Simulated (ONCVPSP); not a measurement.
**Before and after: ONCV potential for Be**

ONCVPSP 4.0.1 input, shortened (lines: element, Z, core and valence counts, functional; n l f; lmax; l rc ep ncon nbas qcut; lloc lpopt rc5 dvloc0; l nproj debl; icmod fcfact rcfact), LDA (Perdew-Zunger), fully relativistic:

```
  Be 4.00    1    1        3      upf
    1    0    2.00
    2    0    2.00
    2
    0    1.40    0.00    5    8    5.30
    1    1.10    0.08    3    7    6.80
    2    1.35    0.16    5    8    6.20
    4    5    1.00    0.00
    0    2    0.40
    1    2    2.60
    2    2    3.40
    3    1.75    1.35
```

Open shells are filled in proportion to 2j + 1.

Change: core correction Teter function, fcfact 3.8, rcfact 1.35.

Cutoffs: the cutoffs (Ha) at which the residual kinetic energy of the hardest occupied pseudo-wave falls to 1 and 0.1 mHa per electron; they do not see the model core or the augmentation charge, which bear on the density cutoff. Errors are all-electron minus pseudo energies relative to the spin-unpolarised reference configuration.

Question: How do hardness, ghosts and transferability respond?

Answer: The potential gets neither clearly harder nor softer (16 Ha and 73 Ha → 16 Ha and 73 Ha); both files keep a bound ghost (s); of the 4 tests that both files solve, the error grows in 0 and shrinks in 2 by more than 15 % and 0.3 meV (median size 7.5 → 5.1 meV). A model core, the more so a compact one, raises the density cutoff, which this test does not measure.

| quantity | base | changed |
| --- | --- | --- |
| cutoff, loose | 16 Ha | 16 Ha |
| cutoff, tight | 73 Ha | 73 Ha |
| bound ghosts | s | s |
| GHOST(+) flags under 300 eV | none | none |
| error for 2s1, meV [ΔE 9.52 eV] | +11 | +6.6 |
| error for 2s1.5, meV [ΔE 3.75 eV] | +1.6 | +1.0 |
| error for 2s1 2p1, meV [ΔE 3.52 eV] | +4.1 | +3.6 |
| error for 2s0 2p2, meV [ΔE 7.07 eV] | +17 | +15 |
| s: phases at 1.42 bohr within 0.05 rad from the reference energy up to (Ha; the scan ends near 5) | to the end of the scan | to the end of the scan |
| p3/2: phases at 1.12 bohr within 0.05 rad from the reference energy up to (Ha; the scan ends near 5) | to the end of the scan | to the end of the scan |
| p1/2: phases at 1.12 bohr within 0.05 rad from the reference energy up to (Ha; the scan ends near 5) | to the end of the scan | to the end of the scan |
| d5/2: phases at 1.37 bohr within 0.05 rad from the reference energy up to (Ha; the scan ends near 5) | to the end of the scan | to the end of the scan |
| d3/2: phases at 1.37 bohr within 0.05 rad from the reference energy up to (Ha; the scan ends near 5) | to the end of the scan | to the end of the scan |
| rms error of d²Exc/dni dnj with the model core, mHa | 1.51 | 0.71 |

Base: These tests converged, but a pseudo level misses the all-electron one widely, so the file describes the atom poorly there or has found another state: 2s0 2p2: empty 2s by 13.8 eV. Changed file: These tests converged, but a pseudo level misses the all-electron one widely, so the file describes the atom poorly there or has found another state: 2s0 2p2: empty 2s by 13.8 eV. A true bound ghost makes a file unfit for plane-wave use even where its test errors are small: the radial tests pick states by their node count and pass the ghost by.
